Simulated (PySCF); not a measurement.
# TDDFT excited states: C4H11ClGe

C4H11ClGe.
SMILES: `C[C](C)(C)[GeH2][Cl]`

The calculation used TDDFT PBE0/def2-SVPD, vertical, gas phase, core orbitals frozen in the response in PySCF 2.14.0, density-fitted response routines. Geometry: PBE0-D3(BJ)/def2-SVP; no solvent, vibrations or thermal averaging. The PBE0/def2-SVPD calculation is non-relativistic and has no spin–orbit coupling, an omission that weighs most on germanium. Torsions of this conformer, `[CH3:1][C:2]([CH3:3])([CH3:4])[GeH2:5][Cl:6]`: C1–C2–Ge5–Cl6 -177°.

```tsv
state	E (eV)	λ (nm)	ν̃ (cm⁻¹)	f	main configurations (H = HOMO, L = LUMO)
S1	6.42	193.0	51820	0.022	H→L (96%)
S2	6.93	178.8	55930	0.016	H-1→L (95%)
S3	7.17	173.0	57790	0.029	H→L+1 (96%)
S4	7.60	163.2	61260	0.018	H-2→L (90%)
S5	7.83	158.3	63160	0.0037	H-1→L+1 (93%)
S6	7.87	157.6	63460	0.130	H→L+2 (92%)
S7	8.08	153.5	65140	0.075	H→L+3 (96%)
S8	8.24	150.5	66430	0.0091	H-1→L+2 (73%), H-1→L+3 (10%), H→L+6 (9%)
S9	8.34	148.6	67270	0.015	H→L+4 (35%), H→L+6 (31%), H-3→L (15%)
S10	8.41	147.5	67810	0.0004	H-3→L (71%), H→L+4 (20%)
```

Triplets, Tamm–Dancoff:

```csv
state,E (eV),λ (nm),"main configurations (H = HOMO, L = LUMO)"
T1,6.07,204.1,H→L (94%)
T2,6.47,191.8,H-1→L (93%)
T3,6.94,178.8,"H→L+1 (68%), H→L+2 (24%)"
T4,7.03,176.4,"H→L+2 (51%), H→L+1 (22%), H-2→L (12%)"
```

The lowest singlet comes at 193 nm (620 kJ/mol) in the vacuum ultraviolet; it is weak; its leading configuration is HOMO→LUMO (96%). The most intense listed level is S6 at 7.87 eV (158 nm, f = 0.130), 1.44 eV above S1. Löwdin shares by element: HOMO carbon 31% or more, chlorine 20%, germanium 18% (atoms not listed hold the other 30%); LUMO germanium 30%, chlorine 27%, hydrogen 20% or more (atoms not listed hold the other 22%). Orbital energies (eV): HOMO-3 -9.72, HOMO-2 -9.14, HOMO-1 -8.57, HOMO -7.90, LUMO -0.20, LUMO+1 0.34, LUMO+2 0.89. Weighted by f, the mean energy of these states is 7.72 eV. The listed states span 1.98 eV, and the widest gap between neighbours is 0.51 eV (S1 to S2). All these states lie below the vertical ionisation energy of 9.66 eV (ΔSCF). The window holds the lowest 10 singlets.
